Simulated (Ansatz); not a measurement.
Consider the ligand exchange at the Si–N bond: `[AlH2][NH][SiH2]O[SiH3]` + H–F → `F[SiH2]O[SiH3]` + `[NH2][AlH2]`.

Calculated with Ansatz (gas phase, PBE0-D4/def2-TZVP geometries, no zero-point term in ΔE). CBS: MP2 limit from def2 TZ/QZ plus the TZ coupled-cluster correction, frozen cores. This one scheme is used for every species. Functionals use def2-TZVPP. HSE06 is defined as in plane-wave codes. One conformer a species, not always the lowest.

`[AlH2][NH][SiH2]O[SiH3]`:

Cartesian coordinates in Å:
```
Al 1.908 1.823 1.227
N 1.361 0.625 0.019
Si -0.108 0.592 -0.864
O -1.224 -0.420 -0.225
Si -1.785 -1.948 -0.116
H 3.326 1.596 1.893
H 0.948 3.034 1.552
H 1.988 -0.148 -0.166
H -0.686 1.955 -0.821
H 0.150 0.146 -2.259
H -1.418 -2.725 -1.331
H -3.262 -1.911 0.018
H -1.201 -2.619 1.075
```

H–F:

Cartesian coordinates in Å:
```
F -0.434 -0.124 -0.088
H 0.434 0.124 0.088
```

`F[SiH2]O[SiH3]`:

Z-matrix (Å, degrees):
```
Si
O 1 1.616
F 1 1.594 2 109.6
H 1 1.480 2 110.5 3 117.7
H 1 1.476 2 108.7 3 -117.5
Si 2 1.641 1 148.9 3 -67.9
H 6 1.483 2 109.6 1 90.2
H 6 1.486 2 109.9 1 -30.3
H 6 1.482 2 108.1 1 -150.1
```

`[NH2][AlH2]`:

Z-matrix (Å, degrees):
```
N
Al 1 1.766
H 1 1.007 2 124.9
H 1 1.007 2 124.9 3 180.0
H 2 1.583 1 117.9 3 -180.0
H 2 1.583 1 117.9 3 0.0
```

```json
{"level": "HSE06-D4", "ΔE (kcal/mol)": "-17.8", "difference from CCSD(T)/CBS": "0.8"}
{"level": "ωB97X-V", "ΔE (kcal/mol)": "-20.0", "difference from CCSD(T)/CBS": "-1.4"}
{"level": "r2SCAN0", "ΔE (kcal/mol)": "-20.1", "difference from CCSD(T)/CBS": "-1.5"}
{"level": "HSE06", "ΔE (kcal/mol)": "-19.3", "difference from CCSD(T)/CBS": "-0.7"}
{"level": "LC-ωPBE", "ΔE (kcal/mol)": "-20.2", "difference from CCSD(T)/CBS": "-1.6"}
{"level": "RPA@PBE/def2-TZVPP", "ΔE (kcal/mol)": "-18.8", "difference from CCSD(T)/CBS": "-0.2"}
{"level": "SCS-MP2/def2-TZVPP", "ΔE (kcal/mol)": "-19.5", "difference from CCSD(T)/CBS": "-0.9"}
{"level": "HF/def2-QZVPP", "ΔE (kcal/mol)": "-23.9", "difference from CCSD(T)/CBS": "-5.3"}
{"level": "HF/CBS(def2)", "ΔE (kcal/mol)": "-23.9", "difference from CCSD(T)/CBS": "-5.3"}
{"level": "MP2/CBS(def2)", "ΔE (kcal/mol)": "-18.2", "difference from CCSD(T)/CBS": "0.4"}
{"level": "CCSD(T)/CBS", "ΔE (kcal/mol)": "-18.6", "difference from CCSD(T)/CBS": "0"}
```

Largest T1 diagnostic among the species: 0.012.

The D4 term adds +2.7 kcal/mol with B3LYP and +1.6 kcal/mol with PBE0; it sums over pairs of atoms, weighted by their polarisabilities, and B3LYP, whose exchange is more repulsive, gets the larger term. In def2-TZVPP, CCSD(T) changes the Hartree–Fock value by +5.0 kcal/mol (the triples alone add +0.8 kcal/mol) and MP2 by +5.4 kcal/mol. Leaving LDA and LC-ωPBE aside and taking each functional with its dispersion term where it has one, the values, not all of them listed here, spread over 4.2 kcal/mol, from B2PLYP to revPBE-D4. LDA lies +1.6 kcal/mol from PBE without D4.

B3LYP here is the variant with VWN-RPA as its local correlation; programs differ in this.
